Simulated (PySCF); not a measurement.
# Basis-set dependence of population analyses: CF3C(O)Cl

CF3C(O)Cl, C₂ClF₃O.
Numbering: `[O:1]=[C:2]([Cl:3])[C:4]([F:5])([F:6])[F:7]`

PBE0 throughout (PySCF), one geometry, spherical d and f functions. Geometry: PBE0-D3(BJ)/def2-SVP; no solvent, vibrations or thermal averaging. Atoms taken as equivalent share a column and are averaged.

Mulliken charges (e):

| basis | functions | O1 | C2 | Cl3 | C4 | F5/F6/F7 |
| --- | --- | --- | --- | --- | --- | --- |
| cc-pVDZ | 102 | -0.103 | +0.015 | -0.029 | +0.538 | -0.140 |
| def2-SVP | 102 | -0.105 | +0.060 | -0.067 | +0.578 | -0.155 |
| aug-cc-pVDZ | 165 | -0.363 | -0.101 | -0.016 | +1.683 | -0.401 |
| cc-pVTZ | 214 | -0.143 | +0.112 | -0.067 | +0.487 | -0.130 |
| def2-TZVP | 223 | -0.164 | +0.151 | -0.041 | +0.449 | -0.132 |
| IGLO-III | 254 | -0.333 | +0.289 | +0.058 | +0.488 | -0.167 |

IAO charges (e):

```csv
basis,functions,O1,C2,Cl3,C4,F5/F6/F7
cc-pVDZ,102,-0.289,+0.301,-0.029,+0.776,-0.253
def2-SVP,102,-0.291,+0.298,-0.017,+0.776,-0.255
aug-cc-pVDZ,165,-0.303,+0.315,-0.022,+0.787,-0.259
cc-pVTZ,214,-0.304,+0.314,-0.022,+0.795,-0.261
def2-TZVP,223,-0.306,+0.313,-0.017,+0.797,-0.262
IGLO-III,254,-0.308,+0.311,-0.012,+0.791,-0.261
```

Some averages cover members that differ in this geometry, most widely: F5/F6/F7, Mulliken in aug-cc-pVDZ -0.426 to -0.386 e.

**Question.** Which scheme is steadiest as the basis changes?

**Answer.** Largest range over the bases for any column: IAO 0.02 e, Mulliken 1.23 e. IAO charges move least and Mulliken charges most, counted in e.

**Question.** How much do the charges still move between the two largest bases, def2-TZVP and IGLO-III?

**Answer.** At most, over all atoms: Mulliken 0.168 e, IAO 0.005 e.

**Question.** What do the same runs give for the total energy, the frontier levels and the dipole moment?

**Answer.** 
```
      basis  energy (Eh)  HOMO (eV)  LUMO (eV)  μ (D)
    cc-pVDZ    -910.5974      -9.29      -2.00   0.66
   def2-SVP    -910.0789      -9.40      -2.09   0.77
aug-cc-pVDZ    -910.6355      -9.56      -2.34   0.87
    cc-pVTZ    -910.7573      -9.45      -2.19   0.81
  def2-TZVP    -910.7757      -9.50      -2.26   0.88
   IGLO-III    -910.7749      -9.52      -2.29   1.00
```

The dipole is fixed by the density alone, so its range of 0.34 D shows that the density itself changes with the basis, not only its division among atoms.
